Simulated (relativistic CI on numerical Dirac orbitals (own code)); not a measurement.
## F⁴⁺: calculation against measurement

Computed by Dirac-Coulomb-Breit CI, separate exchange-only KLI orbitals for each configuration, model QED, valence Slater integrals scaled by 0.85, P86 correlation energy added to each configuration (own radial code, finite nucleus).

Configuration list (outside the closed core 1s2): 2s2 2p, 2s 2p2, 2p3, 2s2 3s, 2s2 3p, 2s2 3d, 2p2 3s, 2p2 3p, 2p2 3d, 2s 2p 3s, 2s 2p 3p, 2s2 4s, 2s2 4p, 2s 2p 3d, 2s2 4d, 2s2 4f. Levels of other configurations are missing.

```
Configuration  Term (tabulated)    J  Measured (cm⁻¹)  Computed  Error  Purity (%)
       2s2 2p               2P°  1/2              0.0         0      0          97
       2s2 2p               2P°  3/2            746.0       737     -9          97
       2s 2p2                2D  5/2         152876.0    153420    544         100
       2s 2p2                2D  3/2         152898.0    153446    548         100
       2s 2p2                2S  1/2         197565.0    192193  -5372         100
       2s 2p2                2P  1/2         214881.0    210299  -4582          99
       2s 2p2                2P  3/2         215348.0    210757  -4591          99
          2p3               2P°  1/2         347418.0    350058   2640          96
          2p3               2P°  3/2         347438.0    350075   2637          96
       2s2 3s                2S  1/2         524751.0    523602  -1149          94
       2s2 3d                2D  3/2         602476.0    602651    175          94
       2s2 3d                2D  5/2         602516.0    602684    168          94
     2s 2p 3p                2D  3/2         675932.0    676722    790          99
     2s 2p 3p                2D  5/2         676422.0    677209    787          99
     2s 2p 3p                2S  1/2         687806.0    688056    250          99
     2s 2p 3d               2D°  3/2         699293.0    701061   1768          98
     2s 2p 3d               2D°  5/2         699389.0    701113   1724          89
       2s2 4s              2S †  1/2         712936.0    728683  15747          89
     2s 2p 3d               2P°  3/2         718472.0    719277    805          91
     2s 2p 3d               2P°  1/2         718691.0    719527    836          91
       2s2 4d              2D †  3/2         744010.0    760734  16724          98
       2s2 4d              2D †  5/2         744036.0    760745  16709          98
     2s 2p 3p                2D  3/2         751406.0    749571  -1835          94
     2s 2p 3p                2D  5/2         751452.0    749627  -1825          94
     2s 2p 3p                2S  1/2         760342.0    761803   1461          85
     2s 2p 3d               2D°  3/2         787725.0    786055  -1670          99
     2s 2p 3d               2D°  5/2         787764.0    786112  -1652          99
       2p2 3s                2P  1/2         797059.0    803103   6044          91
       2p2 3s                2P  3/2         797519.0    803591   6072          91
       2p2 3d                2P  3/2         853035.0    854502   1467          86
       2p2 3d                2P  1/2         853442.0    855163   1721          64
```

Measured levels from Moore, Atomic Energy Levels, vol. I, NSRDS-NBS 35 (1971 reprint of NBS Circular 467, 1949); pairs were made by configuration, J and term (by order where the table uses no LS term), so strongly mixed levels may be paired wrongly. The analysis dates from before 1960.

Mean error by configuration (cm⁻¹): 2s2 2p -9; 2s 2p2 -2691; 2p3 2638; 2s2 3s -1149; 2s2 3d 171; 2s 2p 3p -62; 2s 2p 3d 302; 2p2 3s 6058; 2p2 3d 1594. Over the excited levels the mean absolute error is 1967 cm⁻¹ (30 of the 37 excited levels that our extract of the source holds in range could be paired, and the others can miss by more), and the median relative error of those above 1,000 cm⁻¹ is 0.23 %. † marks terms whose computed intervals miss the measured ones by more than a factor of 2.5, or configurations far off the rest, from wrong mixing, a near crossing or a doubtful label or measurement; they are left out of the means.
